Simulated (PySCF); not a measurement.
C4H5NS, SMILES c1(C)ncsc1.

The structure is a stationary point at PBE-D3(BJ)/def2-SVP.

The numbers are results of PBE/def2-TZVP in PySCF, not measurements.

Isolated molecule, no solvent.

total energy: -608.03307 hartree
point group: Cs
highest occupied level: -5.91 eV
lowest empty level: -1.70 eV
orbital gap: 4.21 eV
dipole moment: 1.22 D
quadrupole, principal values (traceless, Buckingham form, about the centre of nuclear charge): -4.11, -3.84, 7.95 D·Å
mean static polarisability: 70.9 bohr³ (10.50 Å³)
polarisability, principal values: 45.4, 74.7, 92.6 bohr³
